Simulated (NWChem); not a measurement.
A series in which one site is exchanged, each optimised at PBE0/def2-SVP with NWChem, gas phase unless a solvent is named. Low-valent species are run as closed-shell singlets; no triplet was tried in these runs. This build's default masses of Se (78.918 u) and Br (79.917 u) are each other's, which moves their modes by up to 0.6 %. For some, no frequency run checked for a minimum. def2 effective core potentials on I; no spin-orbit coupling.

A: Cl[Si]Cl (SiCl2; site = Cl)
B: [SiH]Cl (SiHCl; site = H)
C: [Si](Cl)I (SiICl; site = I)
D: Cl[Si]Br (SiBrCl; site = Br)

Values for A:

| Property | Value |
|---|---|
| dipole (D), PBE0/def2-SVP | 0.95 |
| vertical ionisation energy, ΔSCF, PBE/def2-SVP (eV) | 9.77 |
| vertical ionisation energy, ΔSCF, PBE0/def2-SVP (eV) | 9.98 |
| static polarisability, PBE0/def2-SVPD (bohr³) | 57.7 |
| lowest singlet excitation, PBE0/def2-SVPD, TDA (eV) | 4.01 |

Q: How do these values change for the other members?

A: 
```tsv
change from A	B	C	D
dipole (D), PBE0/def2-SVP	+0.05	-0.04	-0.02
vertical ionisation energy, ΔSCF, PBE/def2-SVP (eV)	-0.59	-0.57	-0.21
vertical ionisation energy, ΔSCF, PBE0/def2-SVP (eV)	-0.63	-0.56	-0.19
static polarisability, PBE0/def2-SVPD (bohr³)	-11.7	+24.8	+8.8
lowest singlet excitation, PBE0/def2-SVPD, TDA (eV)	-1.24	-0.81	-0.31
```
